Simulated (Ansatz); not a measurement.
`C=[CH][AlH][NH2]` + HBr → `[NH2][AlH][Br]` + `C=C` at 298.15 K and 1 bar (ligand exchange at the Al–C bond).

Calculated with Ansatz (gas phase, PBE0-D4/def2-TZVP geometries, no zero-point term in ΔE). CCSD(T)/CBS adds triple-zeta CCSD(T) − MP2 to the extrapolated MP2 energy (def2 sets, frozen cores). This one scheme is used for every species. For Br outer-core shells are correlated without core-valence functions, which leaves a few kJ/mol of doubt a bond. Scalar relativity is left out up to krypton. Each species was taken in one conformer, which may not be the lowest.

```csv
species,CCSD(T)/CBS energy (Eh),H − E (kJ/mol),S (J/(mol·K))
`C=[CH][AlH][NH2]`,-376.44585,214.8,337.1
HBr,-2573.91920,24.6,198.6
`[NH2][AlH][Br]`,-2871.94728,104.3,305.6
`C=C`,-78.48111,144.6,218.9
```

H − E and S are ideal-gas, rigid-rotor, harmonic terms from PBE0-D4/def2-TZVP, for one conformer and one mirror image of each species. 1 Eh = 2625.50 kJ/mol, R = 8.31446 J/(mol·K).

Problem. By hand: ΔE, ΔH, ΔS and ΔG.

Solution. ΔE = (-2871.94728) + (-78.48111) − (-376.44585) − (-2573.91920) = -0.06334 Eh = -166.3 kJ/mol. Δ(H − E) = 104.3 + 144.6 − 214.8 − 24.6 = 9.5, so ΔH = -156.8 kJ/mol. ΔS = 305.6 + 218.9 − 337.1 − 198.6 = -11.2 J/(mol·K). ΔG = -156.8 − 298.15 × (-11.2)/1000 = -153.5 kJ/mol.

Problem. By hand: the equilibrium constant, and the temperature at which ΔG would vanish if ΔH and ΔS stayed fixed.

Solution. log₁₀ K = −ΔG/(RT ln 10) = 26.9. ΔG = 0 at ΔH/ΔS = 14000 K, far beyond where these terms or the molecules hold.

The number of gas molecules stays the same, so ΔS is small and ΔH decides. A doubt of 5 kJ/mol in ΔE shifts log₁₀ K by 0.9 here. Other conformers and mirror images would add mixing entropy, several J/(mol·K) or more a flexible species. Modes under 60 cm⁻¹, often nearly free rotors, make the harmonic entropy too high. These are equilibria of isolated gas molecules and say nothing of rates. Largest T1 diagnostic: 0.012 (customary marks: 0.02 for closed shells, 0.045 for open ones).
